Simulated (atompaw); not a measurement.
**What the settings do to the PAW (atompaw) potential of barium (Ba)**

Base potential:

atompaw 4.2.0.5 input, output lines left out:

```
Ba 56
GGA-PBE scalarrelativistic loggrid 2001 logderivrange -2 5 176
6 6 5 0 0 0
6 1 0
5 2 0
0 0 0
c
c
c
c
c
v
c
c
c
c
v
c
c
v
2
3.00 2.25 2.65 1.95
y
1.95
n
y
2.65
n
y
3
n
custom polynom2 7 10 vanderbiltortho besselshape
3 0 ultrasoft
3.00
3.00
3.00
3.00
3.00
3.00
```

Cutoffs, loose and tight: the cutoffs (Ry, on a coarse ladder) from which the occupation-weighted sum of valence levels, in a spherical-Bessel basis at the reference potential, stays within 10 and 1 mRy of its value at 400 Ry. They see the waves, projectors and local potential, not the compensation charge or the core. A dash means not determined.

For the base: The cutoffs count occupied waves only; the empty 5d level needs 10 Ry at the loose tolerance.

A true bound ghost makes a file unfit for plane-wave use even where its test errors are small: the radial tests pick states by their node count and pass the ghost by.

| change | outcome | cutoff, loose | cutoff, tight | bound ghosts |
| --- | --- | --- | --- | --- |
| base | generated | 6 Ry | 8 Ry | s, p |
| all radii scaled by about 0.79 (s 2.38, p 2.38, d 2.38 bohr); local potential ultrasoft scheme with l = 3 at 0 Ry, radius 2.10 bohr; augmentation besselshape compensation charge, radius 1.78 bohr; PAW radius 2.38 bohr; waves and projectors: custom polynom2 7 10 vanderbiltortho; core correction smooth core density matched at 1.56 bohr | generated | 6 Ry | 35 Ry | s, p |
| all radii scaled by about 0.96 (s 2.88, p 2.88, d 2.88 bohr); local potential ultrasoft scheme with l = 3 at 0 Ry, radius 2.54 bohr; augmentation besselshape compensation charge, radius 2.16 bohr; PAW radius 2.88 bohr; waves and projectors: custom polynom2 7 10 vanderbiltortho; core correction smooth core density matched at 1.86 bohr | generated | 6 Ry | 10 Ry | s, p |
| all radii scaled by about 1.08 (s 3.24, p 3.24, d 3.24 bohr); local potential ultrasoft scheme with l = 3 at 0 Ry, radius 2.86 bohr; augmentation besselshape compensation charge, radius 2.44 bohr; PAW radius 3.24 bohr; waves and projectors: custom polynom2 7 10 vanderbiltortho; core correction smooth core density matched at 2.10 bohr | generated | 6 Ry | 8 Ry | s, p |
| all radii scaled by about 1.14 (s 3.42, p 3.42, d 3.42 bohr); local potential ultrasoft scheme with l = 3 at 0 Ry, radius 3.02 bohr; augmentation besselshape compensation charge, radius 2.58 bohr; PAW radius 3.42 bohr; waves and projectors: custom polynom2 7 10 vanderbiltortho; core correction smooth core density matched at 2.22 bohr | generated | 6 Ry | 6 Ry | s, p |
| all radii scaled by about 1.26 (s 3.78, p 3.78, d 3.78 bohr); local potential ultrasoft scheme with l = 3 at 0 Ry, radius 3.34 bohr; augmentation besselshape compensation charge, radius 2.84 bohr; PAW radius 3.78 bohr; waves and projectors: custom polynom2 7 10 vanderbiltortho; core correction smooth core density matched at 2.46 bohr | generated | 6 Ry | 6 Ry | s |

Problem. What comes out with this change to the base: all radii scaled by about 0.86 (s 2.58, p 2.58, d 2.58 bohr); local potential ultrasoft scheme with l = 3 at 0 Ry, radius 2.28 bohr; augmentation besselshape compensation charge, radius 1.94 bohr; PAW radius 2.58 bohr; waves and projectors: custom polynom2 7 10 vanderbiltortho; core correction smooth core density matched at 1.68 bohr?

Solution. outcome: generated; cutoff, loose: 8 Ry; cutoff, tight: 12 Ry; bound ghosts: s, p.

Reading the sweep of the scale of all radii (base = 1) (base included, trends over the rows without a ghost): Bound ghosts are found at 0.79, 0.86, 0.96, 1, 1.08, 1.14, 1.26. Every judged row has one, so this setting neither creates nor removes them.
